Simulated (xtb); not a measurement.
BaF (SMILES [F][Ba+]), charge +1, singlet, geometry from GFN2-xTB (such geometries of metal compounds can be far from the true shape); GFN0-xTB in xtb.

The xtb input:
```
$ xtb mol.xyz --gfn 0 --chrg 1 --opt --json

# file mol.xyz
2

Ba    -0.00000000    -0.00000000    -0.32543584
F      0.00000000     0.00000000     2.02493413
```

**Question.** What does xtb print? Leave out banner, timings and long lists.

**Answer.** 
```
   ID    Z sym.   atoms
    1   56 Ba     1
    2    9 F      2

           -------------------------------------------------
          |                Calculation Setup                |
           -------------------------------------------------

           -------------------------------------------------
          |                 G F N 0 - x T B                 |
           -------------------------------------------------

          ...................................................
          :                      SETUP                      :
          :.................................................:
          :  # basis functions                  14          :
          :  # atomic orbitals                  13          :
          :  # shells                            5          :
          :  # electrons                         8          :
          :  electronic temp.          300.0000000     K    :
          :  accuracy                    1.0000000          :
          :  -> integral cutoff          0.2500000E+02      :
          :  -> integral neglect         0.1000000E-07      :
          ...................................................

         :::::::::::::::::::::::::::::::::::::::::::::::::::::
         ::                     SUMMARY                     ::
         :::::::::::::::::::::::::::::::::::::::::::::::::::::
         :: total energy              -2.804230978773 Eh    ::
         :: gradient norm              0.003663122220 Eh/a0 ::
         :: HOMO-LUMO gap              7.122931267181 eV    ::
         ::.................................................::
         :: H0 energy                 -4.247648864980 Eh    ::
         :: repulsion energy           0.000375019672 Eh    ::
         :: electrostat energy         1.443192157340 Eh    ::
         :: -> Gsolv                   0.000000000000 Eh    ::
         ::    -> Gsasa                0.000000000000 Eh    ::
         ::    -> Gshift               0.000000000000 Eh    ::
         :: dispersion energy         -0.000149290805 Eh    ::
         :: short-range corr.          0.000000000000 Eh    ::
         :: add. restraining           0.000000000000 Eh    ::
         :: total charge               1.000000000000 e     ::
         :::::::::::::::::::::::::::::::::::::::::::::::::::::

      -----------------------------------------------------------
     |                   =====================                   |
     |                        A N C O P T                        |
     |                   =====================                   |
     |               Approximate Normal Coordinate               |
     |                Rational Function Optimizer                |
      -----------------------------------------------------------
      -----------------------------------------------------------
     |                   =====================                   |
     |                        A N C O P T                        |
     |                   =====================                   |
     |               Approximate Normal Coordinate               |
     |                Rational Function Optimizer                |
      -----------------------------------------------------------

          ...................................................
          :                      SETUP                      :
          :.................................................:
          :   optimization level            normal          :
          :   max. optcycles                   200          :
          :   ANC micro-cycles                  20          :
          :   degrees of freedom                 1          :
          :.................................................:
          :   RF solver                   davidson          :
          :   write xtbopt.log                true          :
          :   linear (good luck)              true          :
          :   energy convergence         0.5000000E-05 Eh   :
[...]
 * total energy  :    -2.8042310 Eh     change        0.0000000E+00 Eh
 * total energy  :    -2.8043785 Eh     change       -0.1475669E-03 Eh
 * total energy  :    -2.8047586 Eh     change       -0.3800703E-03 Eh
 * total energy  :    -2.8048732 Eh     change       -0.1145475E-03 Eh
 * total energy  :    -2.8048733 Eh     change       -0.1579825E-06 Eh
   *** GEOMETRY OPTIMIZATION CONVERGED AFTER 5 ITERATIONS ***
[...]
          :  -> integral cutoff          0.2500000E+02      :
          :  -> integral neglect         0.1000000E-07      :
          ...................................................

         :::::::::::::::::::::::::::::::::::::::::::::::::::::
         ::                     SUMMARY                     ::
         :::::::::::::::::::::::::::::::::::::::::::::::::::::
         :: total energy              -2.804873321517 Eh    ::
         :: gradient norm              0.000007971704 Eh/a0 ::
         :: HOMO-LUMO gap              7.079673781548 eV    ::
         ::.................................................::
         :: H0 energy                 -4.245656003671 Eh    ::
         :: repulsion energy           0.000027510689 Eh    ::
         :: electrostat energy         1.440903386886 Eh    ::
         :: -> Gsolv                   0.000000000000 Eh    ::
         ::    -> Gsasa                0.000000000000 Eh    ::
         ::    -> Gshift               0.000000000000 Eh    ::
         :: dispersion energy         -0.000148215421 Eh    ::
         :: short-range corr.          0.000000000000 Eh    ::
         :: add. restraining           0.000000000000 Eh    ::
         :: total charge               1.000000000000 e     ::
         :::::::::::::::::::::::::::::::::::::::::::::::::::::

           -------------------------------------------------
          |                Property Printout                |
           -------------------------------------------------

    * Orbital Energies and Occupations

         #    Occupation            Energy/Eh            Energy/eV
      -------------------------------------------------------------
         1        2.0000           -0.7882456             -21.4493
         2        2.0000           -0.4448846             -12.1059
         3        2.0000           -0.4448489             -12.1050
         4        2.0000           -0.4448489             -12.1050 (HOMO)
         5                         -0.1846757              -5.0253 (LUMO)
         6                         -0.1052607              -2.8643
         7                         -0.1052607              -2.8643
         8                         -0.0979374              -2.6650
         9                         -0.0212732              -0.5789
        10                         -0.0212732              -0.5789
        11                         -0.0189536              -0.5158
        12                         -0.0189536              -0.5158
        13                          0.0545089               1.4833
      -------------------------------------------------------------
                  HL-Gap            0.2601732 Eh            7.0797 eV
             Fermi-level            0.0000000 Eh            0.0000 eV

     #   Z          covCN         q      C6AA      α(0)
     1  56 Ba       0.573     0.897  4157.925   287.967
     2   9 F        0.573     0.103     8.627     3.389

 Mol. C6AA /au·bohr⁶  :       4381.601247
 Mol. C8AA /au·bohr⁸  :    1302597.586268
 Mol. α(0) /au        :        291.355328

Wiberg/Mayer (AO) data.
largest (>0.10) Wiberg bond orders for each atom

 ---------------------------------------------------------------------------
     #   Z sym  total        # sym  WBO       # sym  WBO       # sym  WBO
 ---------------------------------------------------------------------------
     1  56 Ba   0.073
     2   9 F    0.073
 ---------------------------------------------------------------------------

 dipole moment from electron density (au)
     X       Y       Z
   0.0000  -0.0000  -5.8873  total (Debye):   14.964

optimized geometry written to: xtbopt.xyz

           -------------------------------------------------
          | TOTAL ENERGY               -2.804873321517 Eh   |
          | GRADIENT NORM               0.000007971704 Eh/α |
          | HOMO-LUMO GAP               7.079673781548 eV   |
           -------------------------------------------------

normal termination of xtb
```
